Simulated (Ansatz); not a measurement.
Program: Ansatz. Geometries: PBE0-D4/def2-TZVP. ΔE: electronic, gas phase. CBS: MP2 limit from def2 TZ/QZ plus the TZ coupled-cluster correction, frozen cores. This one scheme is used for every species. Functionals use def2-TZVPP. Elements past krypton have def2 core potentials. For Br, Sn outer-core shells are correlated without core-valence functions, which leaves a few kJ/mol of doubt a bond. Scalar relativity is left out up to krypton. Each species was taken in one conformer, which may not be the lowest.

Reaction (ligand exchange at the Sn–O bond): `[OH][SnH]([OH])[Cl]` + HBr → `[OH][SnH]([Cl])[Br]` + H₂O

`[OH][SnH]([OH])[Cl]`:

Cartesian coordinates in Å:
```
O 0.142 1.645 -0.238
Sn -0.095 -0.141 0.502
O 1.298 -1.269 -0.242
Cl -2.166 -0.836 -0.292
H -0.627 1.939 -0.735
H 0.001 -0.222 2.185
H 1.448 -1.116 -1.179
```

HBr:

```xyz
2

Br    0.677   -0.202    0.072
H    -0.677    0.202   -0.072
```

`[OH][SnH]([Cl])[Br]`:

Cartesian coordinates in Å:
```
O -0.471 -0.055 1.523
Sn -0.195 0.186 -0.382
Cl -0.090 -1.907 -1.361
Br 2.003 1.232 -0.735
H 0.226 -0.557 1.954
H -1.473 1.102 -0.999
```

H₂O:

Cartesian coordinates in Å:
```
O -0.220 -0.249 0.203
H -0.378 0.081 -0.684
H 0.598 0.169 0.482
```

CCSD(T)/CBS gives -0.82 eV.

Problem. Another level gave -0.76 eV. Which?
A. HF/def2-TZVPP
B. RPA@PBE/def2-TZVPP
C. LDA (SPW92)/def2-TZVPP
D. BHLYP/def2-TZVPP

Solution. C. LDA (SPW92) -0.76, HF/def2-TZVPP -0.86, RPA@PBE/def2-TZVPP -0.68, BHLYP -0.81 eV.

Largest T1 diagnostic among the species: 0.013.

At CCSD(T), def2-SVP lies +0.07 eV from the extrapolated value and def2-TZVPP +0.08 eV. From PBE to PBE0 (25 % exact exchange), in def2-TZVPP and without D4, ΔE moves by −0.06 eV. In def2-TZVPP, CCSD(T) changes the Hartree–Fock value by +0.12 eV (the triples alone add +0.01 eV) and MP2 by +0.07 eV.
